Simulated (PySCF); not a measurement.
PySCF input (CCSD(T)/cc-pVDZ):

```python
from pyscf import gto, scf, mp, cc as ccmod

mol = gto.M(
    atom='''
    P     0.05723658    0.01068448   -0.39752192
    O    -0.14842036   -0.02770597    1.03081540
    H     1.29230879    0.38539804   -0.96991434
    H    -0.96349456   -0.32401754   -1.31378017
    ''',
    basis='cc-pvdz',
    charge=1,
    spin=0,
    verbose=4,
)

mf = scf.RHF(mol)
mf.conv_tol = 1e-10
mf.max_cycle = 100
mf.kernel()
mp2 = mp.MP2(mf, frozen=6).run()
cc = ccmod.CCSD(mf, frozen=6)
cc.max_cycle = 100
cc.kernel()
et = cc.ccsd_t()
print(f'E(CCSD(T)) = {cc.e_tot + et:.9f}')
```

End of the output:

```
Extra cycle  E= -416.40207648541  delta_E= 1.14e-12  |g|= 3.83e-07  |ddm|= 7.09e-07
converged SCF energy = -416.40207648541

******** <class 'pyscf.mp.mp2.RMP2'> ********
nocc = 6, nmo = 36
frozen orbitals 6
E(RMP2) = -416.710286932211  E_corr = -0.308210446801459
E(SCS-RMP2) = -416.706756535261  E_corr = -0.304680049851011
E_corr(same-spin) = -0.0751990226662392
E_corr(oppo-spin) = -0.23301142413522

******** <class 'pyscf.cc.ccsd.CCSD'> ********
CC2 = 0
CCSD nocc = 6, nmo = 36
frozen orbitals 6
max_cycle = 100
direct = 0
conv_tol = 1e-07
conv_tol_normt = 1e-05
diis_space = 6
diis_start_cycle = 0
diis_start_energy_diff = 1e+09
Init t2, MP2 energy = -416.710286947073  E_corr(MP2) -0.308210461663409
Init E_corr(CCSD) = -0.308210461663458
cycle = 1  E_corr(CCSD) = -0.30521509669684  dE = 0.00299536497  norm(t1,t2) = 0.0731398
cycle = 2  E_corr(CCSD) = -0.320484168906659  dE = -0.0152690722  norm(t1,t2) = 0.030401
cycle = 3  E_corr(CCSD) = -0.319829007957372  dE = 0.000655160949  norm(t1,t2) = 0.0173891
cycle = 4  E_corr(CCSD) = -0.322361430595501  dE = -0.00253242264  norm(t1,t2) = 0.00699856
cycle = 5  E_corr(CCSD) = -0.322531846774622  dE = -0.000170416179  norm(t1,t2) = 0.00150324
cycle = 6  E_corr(CCSD) = -0.322361132868059  dE = 0.000170713907  norm(t1,t2) = 0.000568499
cycle = 7  E_corr(CCSD) = -0.32234649722428  dE = 1.46356438e-05  norm(t1,t2) = 0.000195142
cycle = 8  E_corr(CCSD) = -0.322365943524628  dE = -1.94463003e-05  norm(t1,t2) = 8.82455e-05
cycle = 9  E_corr(CCSD) = -0.322361191218724  dE = 4.7523059e-06  norm(t1,t2) = 2.91408e-05
cycle = 10  E_corr(CCSD) = -0.322361286378865  dE = -9.51601413e-08  norm(t1,t2) = 6.54753e-06
CCSD converged
E(CCSD) = -416.7244377717888  E_corr = -0.3223612863788654
CCSD(T) correction = -0.0114057216208036
E(CCSD(T)) = -416.735843493
```

It need not be the lowest isomer of its formula.
